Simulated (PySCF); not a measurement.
**Bond curve of GeF**

Set-up: PySCF, no relativity, basis sets Ge aug-pcseg-1, F aug-pcseg-1. Energies in eV from Ge + F in their ground configurations at the same level. All curves are PBE0. state 1: ²Π (doublet), unpaired electrons π ↑; state 2: ⁴Σ⁻ (quartet), unpaired electrons σ ↑, π ↑↑, a second solution, started from another occupation.

```json
{"R (Å)": "1.546", "state 1": "-4.070", "state 2": "-0.058"}
{"R (Å)": "1.618", "state 1": "-4.684", "state 2": "-0.658"}
{"R (Å)": "1.690", "state 1": "-5.016", "state 2": "-0.980"}
{"R (Å)": "1.744", "state 1": "-5.132", "state 2": "-1.092"}
{"R (Å)": "1.798", "state 1": "-5.161", "state 2": "-1.126"}
{"R (Å)": "1.852", "state 1": "-5.126", "state 2": "-1.102"}
{"R (Å)": "1.924", "state 1": "-5.004", "state 2": "-1.013"}
{"R (Å)": "2.014", "state 1": "-4.771", "state 2": "-0.852"}
{"R (Å)": "2.122", "state 1": "-4.424", "state 2": "-0.643"}
{"R (Å)": "2.265", "state 1": "-3.911", "state 2": "-0.405"}
```

Problem. Put a parabola through the three lowest points of the state 1 curve and estimate Re, k and ωe (reduced mass 15.11 u; 1 eV/Å² = 0.16022 mdyn/Å; ωe = 1302.8·√(k/μ) cm⁻¹).

Solution. Through R = 1.744, 1.798, 1.852 Å the second-order coefficient is 11.0 eV/Å², so Re ≈ 1.795 Å, k ≈ 3.52 mdyn/Å and ωe ≈ 628 cm⁻¹. A polynomial fit of higher order to the unrounded PBE0 energies gives Re = 1.793 Å, k = 3.66 mdyn/Å, ωe = 641 cm⁻¹; anharmonicity and rounding make the difference.

The higher-order fit for each curve: state 1: Re = 1.793 Å, ωe = 641 cm⁻¹, De = 5.16 eV; state 2: Re = 1.800 Å, ωe = 589 cm⁻¹, minimum 1.13 eV below the ground-state fragments.

Spin–orbit coupling is left out. Counting both spins, an empty level lies below a filled one in some of these solutions, because spin and occupation are held. The state was picked by a PBE0 search and need not be the measured ground state.
